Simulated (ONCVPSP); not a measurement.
**An all-electron radial function and its pseudo partner (Sr)**

Columns: radius, all-electron u(r) and pseudo u(r) of the 4p shell (level -23.14 eV) of strontium in the configuration [Ar] 3d10 4s2 4p6 5s1.75 5p0.25; PBEsol, scalar-relativistic, ONCV scheme, ONCVPSP 4.0.1.

| r (bohr) | all-electron | pseudo |
| --- | --- | --- |
| 0.143 | 0.1573 | 0.0274 |
| 0.285 | -0.3611 | 0.1050 |
| 0.428 | -0.3974 | 0.2227 |
| 0.570 | -0.1080 | 0.3630 |
| 0.713 | 0.2452 | 0.5094 |
| 0.855 | 0.5362 | 0.6426 |
| 0.998 | 0.7367 | 0.7504 |
| 1.140 | 0.8490 | 0.8227 |
| 1.283 | 0.8920 | 0.8576 |
| 1.425 | 0.8844 | 0.8567 |
| 1.568 | 0.8433 | 0.8260 |
| 1.710 | 0.7824 | 0.7738 |
| 1.853 | 0.7109 | 0.7077 |
| 1.995 | 0.6365 | 0.6358 |
| 2.138 | 0.5627 | 0.5628 |
| 2.280 | 0.4932 | 0.4934 |
| 2.423 | 0.4287 | 0.4288 |
| 2.565 | 0.3709 | 0.3709 |
| 2.708 | 0.3191 | 0.3191 |
| 2.850 | 0.2739 | 0.2739 |
| 2.992 | 0.2344 | 0.2344 |
| 3.135 | 0.2000 | 0.1999 |
| 3.278 | 0.1703 | 0.1702 |
| 3.420 | 0.1449 | 0.1449 |
| 3.563 | 0.1230 | 0.1230 |
| 3.705 | 0.1044 | 0.1044 |

Q: How many radial nodes do the two functions have?

A: The all-electron 4p function has n − l − 1 = 2; the pseudo-wave has 0, since the states of the same l below it are removed with the core.

Q: At about which radius was the pseudo-wave matched?

A: 2.85 bohr. The columns agree to 0.0005 from 2.14 bohr on; several derivatives are matched, so the curves merge somewhat inside the radius.

Q: Is the pseudo-wave norm-conserving?

A: Yes: the ONCV scheme keeps the norm inside the radius equal to the all-electron one, which fixes the energy derivative of the logarithmic derivative at the level.
